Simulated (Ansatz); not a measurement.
2-hydroxyethyl prop-2-enoate (C₅H₈O₃), SMILES C=CC(=O)OCCO.

Coordinates come from a PBE0-D3(BJ)/def2-SVP optimisation. The values are those of a single conformer.

Two levels are set side by side: PBE/def2-SVPD (Ansatz, an electronic-structure program) and CAM-B3LYP/def2-SVPD (Ansatz). Energy differences of separate SCF runs at the same geometry; the states with an electron removed or added have multiplicity 2 and 2. Differences are taken from unrounded values.

```tsv
quantity	CAM-B3LYP	PBE	PBE minus CAM-B3LYP
vertical ionisation energy (eV)	10.42	9.31	-1.11
vertical singlet–triplet gap (eV)	3.87	3.88	0.00
```
